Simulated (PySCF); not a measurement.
A series of substituents X on one scaffold: SiH2(OH)-X. All species are isolated molecules in the gas phase. One relaxed conformer stands for each flexible species; it need not be the lowest. Strings in code marks are SMILES.

The numbers are results of PBE0-D4/def2-TZVP (PySCF 2.14.0), not measurements. All candidates: neutral, multiplicity 1. Excitations are Tamm–Dancoff values on a coarser integration grid. The basis has no diffuse functions, so Rydberg states are missing or too high.

```
Property               Value
-------------------  -------
S1 excitation (TDA)  7.92 eV
T1 excitation (TDA)  7.52 eV
HOMO–LUMO gap        9.41 eV
```

**Question.** Which member has these values?
A) `O[SiH2]CF` (H–O–Si–C torsion 60°, O–Si–C–F torsion -60°)
B) `O[SiH2]O` (H–O–Si–O torsion -66°, O–Si–O–H torsion -66°)
C) `CS[SiH2]O` (C–S–Si–O torsion 152°, S–Si–O–H torsion -50°)
D) `C#C[SiH2]O`

**Answer.** B, `O[SiH2]O` (H–O–Si–O torsion -66°, O–Si–O–H torsion -66°). The others give `C#C[SiH2]O`: 5.87 eV, 4.86 eV, 7.72 eV; `O[SiH2]CF` (H–O–Si–C torsion 60°, O–Si–C–F torsion -60°): 7.00 eV, 6.51 eV, 8.51 eV; `CS[SiH2]O` (C–S–Si–O torsion 152°, S–Si–O–H torsion -50°): 5.38 eV, 4.97 eV, 6.86 eV
